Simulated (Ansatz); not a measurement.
**Which is lower?**

Two relaxed structures of CH3OZn (charge -1), singlet (PBE0-D4/def2-TZVPD; forces vanish, vibrations not checked).

A:

```xyz
6
angstrom
C 0.2903 -0.3698 0.2957
Zn -1.4401 1.8341 -1.4666
O -0.4182 0.5326 -0.4259
H -0.1973 -1.3694 0.3590
H 1.3070 -0.5673 -0.1149
H 0.4583 -0.0603 1.3526
```

B:

```xyz
6
angstrom
C 0.3877 -0.4937 0.3948
Zn -0.6430 0.8189 -0.6548
O -1.5394 1.9607 -1.5677
H -0.1204 -1.4645 0.4363
H 1.3812 -0.6637 -0.0367
H 0.5340 -0.1577 1.4281
```

Ansatz 0.2.0; basis: def2-TZVPPD; cores frozen in the correlated methods. The 3s and 3p shells of Cu and Zn are frozen; filled d shells are correlated. B3LYP uses VWN-RPA correlation.

Problem. Which structure is lower at CCSD(T), and by how much? (An estimate is asked for; the value comes from the calculation.)

Solution. Computed: A, by 14.8 kJ/mol (electronic energy, against the other). By their contacts, A is CH₃OZn ([CH3][O][Zn]), total charge -1 and B is CH₃OZn ([CH3][Zn][O]), total charge -1.

Problem. Do the other methods give the same order? (Judge from chemistry; the calculation decides.)

Solution. The calculation gives: Not all: MP2 gives the other order.

```csv
method,E(B) − E(A) (kJ/mol)
PBE-D4,7.1
r2SCAN-D4,8.5
PBE0-D4,35.4
B3LYP-D4,37.1
wB97M-V,28.3
HF,129.9
MP2,-34.8
CCSD,35.7
CCSD(T),14.8
```

The T1 diagnostic stays at or below 0.027.

Labels in which every atom is bracketed show which atoms are joined, not bond orders.

For scale, one of the runs: CCSD(T)/def2-TZVPPD, 195 basis functions, launched by `ansatz run in.yaml --threads 2 --pin off --events-out ev --progress --plain --max-ram 4352MiB`. Time: 40 s of wall clock on 2 CPU threads of an Arm Neoverse V1; the host was shared. Peak host memory: 1.6 GiB.
